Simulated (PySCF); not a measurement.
# [Sm(NH2)3]− at several levels of theory

Computed with PySCF 2.14.0 (density fitting, no spin-orbit coupling) at the geometry relaxed with PBE0:

```xyz
10
[Sm(NH2)3]− (singlet in the valence; each metal's 4f electrons, 6 of them, lie in its core potential, out of spins and levels)
Sm   -0.0051   -0.0088    0.0000
N     2.4304    0.0093    0.2019
H     3.0758   -0.7802    0.3093
H     3.0537    0.8225    0.2404
N    -1.2070    2.1098   -0.1996
H    -0.8144    3.0562   -0.2362
H    -2.2133    2.2740   -0.3077
N    -1.2274   -2.1259   -0.0023
H    -0.8535   -3.0784   -0.0633
H    -2.2392   -2.2785    0.0576
```

```
level                                              basis    state  HOMO (eV)  gap (eV)  charge on Sm1 (e)  population of f-type functions on Sm1 (polarisation alone where 4f lies in the core)  dipole about the centre of mass (D)  largest force component (eV/Å)
 PBE0  Sm lcecp-0-SVP with ECP52, N def2-SVP, H def2-SVP  singlet          –         –               0.42                                                                                  0.03                                 0.02                            0.01
wB97X                                           the same  singlet          –         –               0.45                                                                                  0.03                                 0.02                            0.12
 BLYP                                           the same  singlet          –         –               0.17                                                                                  0.02                                 0.01                            0.49
```

In the lcecp rows the 4f levels are missing from HOMO and gap, and the state counts the valence alone.

Charges are Mulliken's, which hang on the basis. The relaxation used the grid (50, 194), these runs (75, 302) or, all-electron (x2c bases, spin-free X2C Hamiltonian), (99, 590).

Task: What does PBE0 with Sm lcecp-0-TZVP with ECP52, N def2-TZVP, H def2-TZVP give here?

Result: state singlet, charge on Sm1 (e) 1.09, population of f-type functions on Sm1 (polarisation alone where 4f lies in the core) 0.03, dipole about the centre of mass (D) 0.02, largest force component (eV/Å) 0.50. Time: 18 s on 2 threads of AMD EPYC 7R43 64-Core Processor (Zen 3) (shared host), from free ions and atoms.

An lcecp potential fixes the number of 4f electrons, so in runs with it no electron can move into or out of that shell.
